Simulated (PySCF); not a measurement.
# Telling isomers of C4H4F3N3 apart by NMR

- shieldings: GIAO PBE0/pcSseg-1
- GFN2-xTB structure
- code: PySCF 2.14.0 with density-fitted response routines
- no relativistic terms, isolated molecule, a single conformation, rapidly exchanging positions averaged

References, each an isolated molecule treated in the same way: $^{1}$H (31.72 ppm) and $^{13}$C (186.93 ppm) vs TMS. Splittings of carbon signals by F and P are missing where no couplings were computed. Where no couplings were computed, multiplicities follow the n + 1 count of equivalent neighbours, and m marks all less simple cases (inequivalent or close neighbours, rings, F or P nearby). Shifts are as computed. Against solution values, carbons near 30 ppm lie about +3 ppm off and those near 130 ppm about +5 ppm. Of 1211 compounds with measured shifts, 218 miss one by over three times the rms of a fit or turn the order of signals round; such compounds aren't used in these exercises. OH and NH positions are gas-phase values without hydrogen bonding to other molecules.

(1) Tabulate the signals of `Cn1ncc(C(F)(F)F)n1`, `FC(F)(F)Cn1nccn1`, `FC(F)(F)Cn1cnnc1`, `Cc1nn[nH]c1C(F)(F)F`, `Cn1nncc1C(F)(F)F` and their relative energies.

(2) What is the quickest way to tell FC(F)(F)Cn1nccn1 from Cn1nncc1C(F)(F)F?

(3) What is the quickest way to tell FC(F)(F)Cn1nccn1 from Cc1nn[nH]c1C(F)(F)F?

(4) What is the quickest way to tell Cn1ncc(C(F)(F)F)n1 from FC(F)(F)Cn1cnnc1?

Answers

(1) 
```tsv
SMILES	carbon types	δC	δH	E rel. (kcal/mol)
Cn1ncc(C(F)(F)F)n1	2×C 1×CH 1×CH3	145.5, 138.4, 130.8, 42.1	7.91 (m, 1H), 4.36 (s, 3H)	2.5
FC(F)(F)Cn1nccn1	1×C 2×CH 1×CH2	140.4, 132.1, 58.6	7.78 (s, 2H), 4.94 (m, 2H)	3.0
FC(F)(F)Cn1cnnc1	1×C 2×CH 1×CH2	146.5, 131.7, 49.8	7.93 (s, 2H), 4.47 (m, 2H)	0.0
Cc1nn[nH]c1C(F)(F)F	3×C 1×CH3	148.1, 132.6, 131.3, 12.6	11.29 (br s, 1H), 2.81 (s, 3H)	4.6
Cn1nncc1C(F)(F)F	2×C 1×CH 1×CH3	139.7, 135.4, 131.1, 35.7	8.10 (m, 1H), 4.37 (s, 3H)	9.0
```

Energies are electronic energies at PBE0/pcSseg-1 on these geometries, without zero-point or thermal terms, each for the one conformer computed, which needn't be the lowest.

(2) Count the carbon signals: 3 against 4. The first has an sp3 CH2 bonded to N at 58.6 ppm, the second a methyl carbon bonded to N (CH3) at 35.7 ppm. Their most deshielded carbons lie at 140.4 and 139.7 ppm.

(3) Count the carbon signals: 3 against 4. The first has an aromatic CH next to a ring nitrogen at 140.4 ppm, the second a methyl carbon on an aromatic ring (CH3) at 12.6 ppm. Their most deshielded carbons lie at 140.4 and 148.1 ppm. In the proton spectra the most deshielded non-exchanging signals are 7.78 (s, 2H) and 2.81 (s, 3H).

(4) Count the carbon signals: 4 against 3. The first has a methyl carbon bonded to N (CH3) at 42.1 ppm, the second an sp3 CH2 bonded to N at 49.8 ppm. Their most deshielded carbons lie at 145.5 and 146.5 ppm.
